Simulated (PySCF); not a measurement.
Geometry (Å), atoms numbered from 1 in this order:
```xyz
7

Ga    0.125   -0.212   -1.117
S     0.144   -0.244    1.515
H     0.523    1.038    1.706
H    -1.163    0.043    1.706
H     1.694   -0.200   -1.264
H    -0.665    1.145   -1.281
H    -0.658   -1.570   -1.265
```

Geometry: PBE0-D3(BJ)/def2-SVP; GIAO shifts from PySCF 2.14.0 with density-fitted response routines, gas phase, non-relativistic, averaged over equivalent atoms.

At B3LYP/pcSseg-1 (pcSseg-2 on Ga) (112 basis functions, 4.5 s wall time on 1 thread of an Arm Neoverse V2, shared host):
| atoms | δ (ppm) |
| --- | --- |
| Ga1 | 332.2 |
| S2 | -171.6 |
| H5/H6/H7 | 4.70 |
| H3/H4 | 2.05 |

Chemical shifts δ = σref − σ; ⁷¹Ga (1798.95 ppm) vs [Ga(H2O)6]3+; ³³S (485.41 ppm) against CS2; ¹H (31.38 ppm) vs TMS, all at this level.

**Question.** What do these become at PBE/pcSseg-1 (pcSseg-2 on Ga)?

**Answer.** 
| atoms | δ at PBE/pcSseg-1 (pcSseg-2 on Ga) | change |
| --- | --- | --- |
| Ga1 | 316.9 | -15.3 |
| S2 | -174.2 | -2.6 |
| H5/H6/H7 | 4.90 | +0.20 |
| H3/H4 | 2.07 | +0.02 |

δ = σ(ref) − σ, references computed at the same level: ⁷¹Ga (σ = 1747.17 ppm) against [Ga(H2O)6]3+; ³³S (σ = 490.84 ppm) against CS2; ¹H (σ = 31.20 ppm) vs TMS.

The largest change is at Ga1 (Ga bonded to S, 3 H). Cost: 112 basis functions, 5.5 s wall time on 1 thread of an Arm Neoverse V2, shared host.

Relativistic effects, spin–orbit coupling among them, are left out; they matter for Ga and for the light atoms bonded to it.
